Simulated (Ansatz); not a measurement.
**One arrangement of a pair**

The pair of K⁺ (SMILES [K+], atom 1) and HCl (SMILES Cl, atoms 2–3), both closed shells, in one local arrangement (a lower one may exist), relaxed at PBE0-D4/def2-TZVP:

K1  (0.036, -0.066, -2.334)
Cl2  (0.243, -0.454, 0.840)
H3  (-0.279, 0.520, 1.494)
(Å)

Computed with Ansatz 0.2.0 (basis: def2-TZVPPD, with def2-QZVPPD for the basis limit); correlated methods freeze the cores. The outer core shell of Li, Na, Mg and K is correlated. The def2 sets are not built for correlating such inner shells, so the correlated values are less sure here. B3LYP uses VWN-RPA correlation. Extrapolation: Hartree–Fock as exp(−7.88 √X), correlation as X^−2.97. Interaction energies count from these two fragments, frozen as in the pair, with the counterpoise correction; negative means bound.

**Question.** What is the interaction energy by CCSD(T) at an estimated basis limit (MP2 extrapolated from triple and quadruple zeta, plus CCSD(T) − MP2 in triple zeta)? (To be estimated.)

**Answer.** By the calculation: -7.13 kcal/mol. Hartree–Fock alone gives -6.00 kcal/mol at the basis limit. It counts from the two fragments frozen as in the pair.

The same quantity by other methods in triple zeta, and each one's difference from that estimate:
```json
{"method": "PBE-D4", "E_int (kcal/mol)": "-7.47", "difference": "-0.35"}
{"method": "revPBE-D4", "E_int (kcal/mol)": "-6.97", "difference": "0.16"}
{"method": "BLYP-D4", "E_int (kcal/mol)": "-7.30", "difference": "-0.18"}
{"method": "r2SCAN-D4", "E_int (kcal/mol)": "-6.95", "difference": "0.18"}
{"method": "B97M-V", "E_int (kcal/mol)": "-7.08", "difference": "0.05"}
{"method": "PBE0-D4", "E_int (kcal/mol)": "-7.32", "difference": "-0.20"}
{"method": "B3LYP-D4", "E_int (kcal/mol)": "-7.41", "difference": "-0.28"}
{"method": "HSE06-D4", "E_int (kcal/mol)": "-7.34", "difference": "-0.21"}
{"method": "wB97X-V", "E_int (kcal/mol)": "-7.12", "difference": "0.01"}
{"method": "wB97M-V", "E_int (kcal/mol)": "-7.09", "difference": "0.04"}
{"method": "B2PLYP", "E_int (kcal/mol)": "-6.61", "difference": "0.51"}
{"method": "HF", "E_int (kcal/mol)": "-5.84", "difference": "1.28"}
{"method": "MP2", "E_int (kcal/mol)": "-6.56", "difference": "0.56"}
{"method": "CCSD", "E_int (kcal/mol)": "-6.28", "difference": "0.84"}
{"method": "CCSD(T)", "E_int (kcal/mol)": "-6.34", "difference": "0.79"}
```
Differences are method less estimate.

**Question.** Which atoms make the shortest contact between the fragments?

**Answer.** K1 and Cl2, 3.20 Å apart.

Basis-set superposition shift (counterpoise-corrected less uncorrected): CCSD(T) 0.39; MP2 0.36; HF 0.04; PBE0-D4 0.06; wB97M-V 0.06 kcal/mol.

No T1 diagnostic of these runs exceeds 0.007.

For scale, one of the runs: CCSD(T)/def2-TZVPPD, 104 basis functions, launched by `ansatz run in.yaml --threads 2 --pin off --events-out ev --progress --plain --max-ram 5222MiB`. The run took about 1.9 s on 2 CPU threads of an Arm Neoverse V1 (shared host).
